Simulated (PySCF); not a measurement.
Computed properties of Si(F)2(H)(SeH) (F₂H₂SeSi), SMILES F[SiH](F)[SeH]

Si(F)2(H)(SeH) (F2H2SeSi), SMILES F[SiH](F)[SeH]. Coordinates come from a B3LYP-D3(BJ)/def2-SVP optimisation. Other conformers were not sampled. All values are computed for the isolated molecule unless a solvent is named; none is compared with measurement here.

**Structure.** All 12 harmonic modes at B3LYP-D3(BJ)/def2-SVP (PySCF) are real, so it is a minimum. With heavy atoms numbered as in [SiH:1]([F:2])([F:3])[SeH:4], the shortest bond between them is Si1–F2 at 1.614 Å and the longest Si1–Se4 at 2.265 Å.

**Vibrations.** The strongest infrared lines (harmonic, unscaled, degenerate partners summed) lie at 875 cm⁻¹ (252 km/mol, F 54 %, Si 38 %), 973 cm⁻¹ (170 km/mol, Si 50 %, F 42 %), 810 cm⁻¹ (112 km/mol, H 82 %, F 14 %). The softest mode is at 113 cm⁻¹ and the zero-point energy is 14.5 kcal/mol.

**Electronic structure.** CAM-B3LYP/def2-TZVPD (PySCF) places the frontier levels at -9.07 and 0.18 eV, a gap of 9.25 eV, and gives a dipole moment of 1.91 D and a mean polarisability of 53.3 bohr³.

**Excitations.** TDA-B3LYP/def2-SVPD (PySCF) has S1 at 5.41 eV (229 nm, f = 0.002, weak); the most intense of the 10 singlets computed lies at 7.73 eV (f = 0.06). T1 (TDA) is at 4.98 eV, 0.43 eV under S1. No vertical singlet excitation falls in the visible range (under 3.1 eV).

**NMR.** GIAO shifts at HF/pcSseg-1 (PySCF) (non-relativistic, atoms alike by connectivity averaged): ¹H from 1.4 to 5.4 ppm against TMS; ²⁹Si at -11.3 ppm against TMS; ¹⁹F at -107.4 ppm against CFCl3.
